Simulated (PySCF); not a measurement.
CH₄BClOS. Atoms are numbered in the order given.

```xyz
9

B     -0.1345     0.1423     0.0000
Cl    -0.5278     1.8747     0.0000
O     -1.1695    -0.7290     0.0000
C     -0.9798    -2.1380     0.0000
H     -0.4208    -2.4686     0.9021
H     -1.9769    -2.6180     0.0000
H     -0.4208    -2.4686    -0.9021
S      1.5968    -0.4475     0.0000
H      2.1487     0.7947     0.0000
```

Geometry optimised at PBE-D3(BJ)/def2-SVP. This is a generated structure with no PubChem entry under its InChIKey; it may be hypothetical. One conformer was computed; it need not be the lowest.

Level of theory: PBE/def2-TZVP (PySCF).

Computed frontier levels, gap, dipole moment and polarisability:
```yaml
highest_occupied_level: -6.72 eV
lowest_empty_level: -1.06 eV
orbital_gap: 5.66 eV
dipole_moment: 1.73 D
quadrupole, principal values (traceless, Buckingham form, about the centre of nuclear charge): -5.75, -2.68, 8.44 D·Å
mean_static_polarisability: 63.1 bohr³ (9.35 Å³)
polarisability_principal_values: 46.3, 68.2, 74.8 bohr³
```
